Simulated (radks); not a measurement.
Hf LIX, 14 electrons, occupied as [Ne] 3s2 3p2. All-electron calculation, scalar-relativistic Kohn-Sham, exchange-only LDA, spin-polarised, spherical densities, point nucleus; open shells are filled with parallel spins first (spin-orbit coupling, left out, can overturn this in heavy ions). Program: a radial shooting solver on a logarithmic mesh with Libxc functionals.

Normalised radial functions P(r) = r R(r), r in bohr:

r,2s up,3s down
0.00165,0.9081,0.4665
0.002048,1.0561,0.5421
0.002541,1.2181,0.6246
0.003129,1.3836,0.7085
0.003883,1.5584,0.7966
0.004819,1.7249,0.8793
0.005981,1.8658,0.9472
0.007423,1.9565,0.9871
0.009213,1.9649,0.9816
0.01143,1.8521,0.9096
0.01419,1.5760,0.7486
0.01761,1.0994,0.4798
0.02186,0.4033,0.0964
0.02713,-0.4939,-0.3834
0.03367,-1.5176,-0.9018
0.04146,-2.4910,-1.3375
0.05145,-3.2995,-1.5767
0.06386,-3.7033,-1.4375
0.07925,-3.5768,-0.8176
0.09836,-2.9529,0.2299
0.1221,-2.0427,1.4328
0.1515,-1.1481,2.3574
0.188,-0.5028,2.6239
0.2334,-0.1624,2.1738
0.2896,-0.0361,1.3418
0.3595,-0.0051,0.5963
0.4461,-0.0004,0.1801
0.5537,0.0000,0.0342

2s up: eigenvalue -15550.7 eV, 1 radial node at r = 0.0242 bohr, <r> = 0.0795 bohr, 90 % of the charge inside 0.123 bohr. 3s down: eigenvalue -6252.7 eV, 2 radial nodes at r = 0.0229, 0.0943 bohr, <r> = 0.192 bohr, 90 % of the charge inside 0.278 bohr.
